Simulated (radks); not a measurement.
Numerical settings for neutral neon, [Ne]. Calculated with a radial shooting solver on a logarithmic mesh with Libxc functionals: scalar-relativistic Kohn-Sham, SCAN, spin-unpolarised, spherical densities, finite nucleus; meta-GGA in the generalised Kohn-Sham scheme; Fermi nuclear charge, rms radius 3.0055 fm. The defaults (mesh step 0.008 in ln r, mesh end at 40 bohr or more with all orbitals vanishing there, Anderson mixing 0.5 over 9 steps, residual threshold near 1e-9 with the energy settled to 1e-9 hartree or 1e-11 of itself, here a cap of 77 iterations) give E = -129.101 hartree and 2p at -13.979 eV in 19 iterations. Run on one thread of a shared host, so times are rough (Arm Neoverse N1): 0.09 s of CPU time, 0.09 s wall, 19 iterations on 2208 mesh points. Changes against that run (0 stands for a change within the tolerance of the run):

setting                    iterations         converged  E (mhartree)  e(2p) (meV)  CPU (s)
mesh step in ln r 0.12             77                no      -7.2e+05            -     0.15
mesh step in ln r 0.02             13               yes         -1.04        -3.37     0.03
mesh step in ln r 0.005            23               yes      -0.00353     -0.00853     0.16
mesh end (bohr) 2                  15  level above zero     +1.31e+03    +1.83e+04     0.06
mesh end (bohr) 5                  19               yes         +1.51        +99.9     0.08
residual threshold 1e-05           16               yes             0            0     0.08
residual threshold 0.01            12               yes             0      -0.0244     0.06
mixing 0.01                        48               yes             0      +0.0071     0.21
linear mixing, mixing 0.2          77                no             0            0     0.28
linear mixing, mixing 1            15                no      diverged            -      0.1
mixing history 3                   21               yes             0            0     0.09
iteration cap 3                     3                no          +5.1    -2.41e+03     0.02

Settled on a wrong energy, with an occupied level pushed above zero by the early mesh end: mesh end (bohr) 2 (+1.31 hartree). Apart from these: settings that end as converged yet miss the energy by more than 1 mhartree: mesh step in ln r 0.02 (-0.00104 hartree); mesh end (bohr) 5 (+0.00151 hartree). A mesh that ends early acts as a hard wall.
